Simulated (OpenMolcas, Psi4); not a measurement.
**CH2GeN (SMILES N#[C][GeH2]): the vertical electron affinity, rung by rung**

The species is CH2GeN (5 atoms), meant as a doublet with charge 0. As SMILES, `N#[C][GeH2]`. The shape is that of a PBE0-D4/def2-TZVP optimisation.

Quantity: the vertical electron affinity (to the singlet anion), in eV. The values are calculated.

The electron affinity is E(neutral) − E(anion): positive where the electron is bound.

```csv
level,kind,program,value (eV),CPU time (all runs)
UHF/def2-SVPD,Hartree–Fock,Psi4,0.73,32 s
UPBE/def2-SVPD,GGA,OpenMolcas,1.82,68 s
UM06-L/def2-SVPD,meta-GGA,Psi4,1.81,1.9 min
UTPSS/def2-SVPD,meta-GGA,OpenMolcas,1.79,96 s
UTPSSh/def2-SVPD,hybrid meta-GGA,Psi4,1.79,3.6 min
UB2PLYP/def2-SVPD (density fitting for correlation),double hybrid,Psi4,1.73,60 s
UDSD-PBEP86/def2-SVPD (density fitting for correlation),double hybrid,Psi4,1.71,59 s
UMP2/def2-SVPD,perturbation theory,Psi4,1.66,28 s
```

All-electron rows without a relativistic Hamiltonian named are non-relativistic. Where it was recorded, the anion's HOMO is positive in UPBE/def2-SVPD, UM06-L/def2-SVPD, UTPSS/def2-SVPD, UTPSSh/def2-SVPD: a fault of the level (basis or self-interaction), which says nothing on whether the real anion is bound. The values span 0.73 to 1.82 eV. In the correlated wave-function rows the outer d shell of Ge is correlated, in sets not made for it. Times are those of the runs behind each value, whatever else they computed, on shared processors of several kinds: orders of magnitude only.
